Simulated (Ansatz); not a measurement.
Compare A (`N=C[SiH2][GeH2][F]`) with its isomer B (`F[SiH]1C[N]1[GeH3]`).

Program: Ansatz. Geometries: PBE0-D4/def2-TZVP. ΔE: electronic, gas phase. CBS: MP2 limit from def2 TZ/QZ plus the TZ coupled-cluster correction, frozen cores. DFT in def2-TZVPP. B3LYP here is the variant with VWN-RPA as its local correlation; programs differ in this. For Ge outer-core shells are correlated without core-valence functions, which leaves a few kJ/mol of doubt a bond. Scalar relativity is left out up to krypton. One conformer a species, not always the lowest.

Task: Which is lower in electronic energy at CCSD(T)/CBS, and by how much? (Best estimate.)

Result: The calculation gave: B, by 92.7 kJ/mol.

Task: Give E(B) − E(A) in kJ/mol with ωB97M-V, B3LYP, B3LYP-D4, CCSD/def2-TZVPP, MP2/def2-TZVPP, HF/def2-TZVPP, CCSD(T)/def2-TZVPP. (Best estimate.)

Result: Computed: ωB97M-V -93.2, B3LYP -75.9, B3LYP-D4 -76.7, CCSD/def2-TZVPP -91.4, MP2/def2-TZVPP -110.9, HF/def2-TZVPP -86.6, CCSD(T)/def2-TZVPP -88.3. None reverses the order clearly.

Largest T1 diagnostic: 0.013.

From PBE to PBE0 (25 % exact exchange), in def2-TZVPP and without D4, E(B) − E(A) moves by −16.2 kJ/mol.
